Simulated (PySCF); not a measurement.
Dipole moment and polarisability of TiPhCl3

TiPhCl3, C6H5Cl3Ti (singlet state).
Structure used (PBE0-D3(BJ)/def2-SVP), in Å, numbered top down from 1:
```xyz
15
C6H5Cl3Ti angstrom
Ti    -0.1688    0.1213   -2.5275
C      0.0212    0.0801   -0.5418
C     -0.9900    0.6529    0.2468
C     -0.9416    0.5373    1.6337
C      0.1138   -0.1457    2.2385
C      1.1244   -0.7146    1.4616
C      1.0828   -0.6018    0.0742
H     -1.8179    1.1931   -0.2202
H     -1.7289    0.9864    2.2435
H      0.1499   -0.2345    3.3268
H      1.9503   -1.2464    1.9398
H      1.8798   -1.0467   -0.5279
Cl     1.8510    0.0943   -3.3296
Cl    -1.2785    1.9339   -2.9959
Cl    -1.2801   -1.6856   -2.9781
```

Level: CAM-B3LYP/def2-SVPD (PySCF), static field, nuclei fixed, core orbitals frozen in the response. The polarisability tensor in these axes (au):

```
x   138.95 -14.10   2.30
y   -14.10 124.43  -3.27
z     2.30  -3.27 192.18
```

Give the principal values, the mean and the anisotropy Δα = √{½[(α1 − α2)² + (α2 − α3)² + (α1 − α3)²]}.

Principal values 115.80, 147.25 and 192.51 au; mean 151.85 au = 22.50 Å³ = 25.04 × 10⁻⁴⁰ C²·m²/J; Δα = 66.80 au (44 % of the mean).

What is the dipole moment, and where does it point?

(0.25, -0.13, 3.20) D, 3.21 D in size, pointing from the negative to the positive side. Measured along this direction, the outermost atoms are Cl13 and Cl14 at the negative end and H10 at the positive end.

Directions of the eigenvectors, and the extent of the frame along each?

Largest value along (0.06, -0.06, 1.00), where the nuclei span 6.55 Å; middle along (0.85, -0.52, -0.08), 4.35 Å; least along (0.52, 0.85, 0.02), 3.14 Å. The response follows the extents in order.

What depolarisation ratio follows for Rayleigh scattering of linearly polarised light, taking the static tensor?

ρ = 3Δα²/(45ᾱ² + 4Δα²) = 13384.9/(1037672 + 17846.6) = 0.0127.

What molar refraction does this α imply?

Lorentz–Lorenz: R = (4π/3)N_A α = 2.5225 cm³/(mol·Å³) × 22.50 Å³ = 56.8 cm³/mol, in the limit of long wavelengths.

Refractivity n − 1 of an ideal gas of it at 273.15 K and 1 atm, from the electronic α?

N = p/kT = 2.6868 × 10¹⁹ cm⁻³, so n − 1 = 2π × N × 22.50 × 10⁻²⁴ cm³ = 3799 × 10⁻⁶ at long wavelengths, for an ideal gas.

How large is μ²/3kT at 250 K beside α?

In Gaussian units μ²/3kT = 99.47 Å³ against 22.50 Å³, a ratio of 4.42; the Debye molar polarisation (4π/3)N_A(α + μ²/3kT) is 307.7 cm³/mol, leaving out the vibrational part.

Geometry: PBE0-D3(BJ)/def2-SVP; no solvent, vibrations or thermal averaging.

The run behind these numbers computed excited states as well. Time: 73 s wall, 2.7 min CPU (grids of density and orbitals included); peak memory 1.9 GiB. Hardware: 2 threads, Intel Xeon 6975P-C (x86_64), shared host with 192 logical CPUs at a one-minute load of 107.
